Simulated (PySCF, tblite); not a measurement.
Problem. What does the GFN2-xTB structure of `O=C1CC(F)=CO1` look like in three dimensions?

Solution. 
Z-matrix in Å and degrees, rows numbered from 1:
```
O 
C   1  1.1915
C   2  1.5241  1  128.52
C   3  1.4905  2  100.50  1   179.98
F   4  1.3320  3  123.00  2   179.97
C   4  1.3297  3  109.94  2     0.06
O   2  1.3608  1  123.04  3  -179.99
H   3  1.0919  2  110.81  1   -59.77
H   3  1.0919  2  110.86  1    59.62
H   6  1.0721  4  132.02  3   179.88
```

The 5-membered ring C2–C3–C4–C6–O7 has internal angles of 100.5° to 111.4°; it is planar, 0.00 Å rms from its mean plane, widest ring torsion 0°. The 3 C–O bonds span 1.191 Å (O1=C2, drawn double) to 1.373 Å (C6–O7, drawn single), a spread of 0.182 Å. The 3 C–C bonds span 1.330 Å (C4=C6, drawn double) to 1.524 Å (C2–C3, drawn single), a spread of 0.194 Å. The 7 heavy atoms lie in one plane (0.000 Å rms).

Computed geometry: GFN2-xTB, gas phase.

Point group: Cs (tolerance 0.08 Å). Its GFN2-xTB frequencies are all real (lowest 153 cm⁻¹).
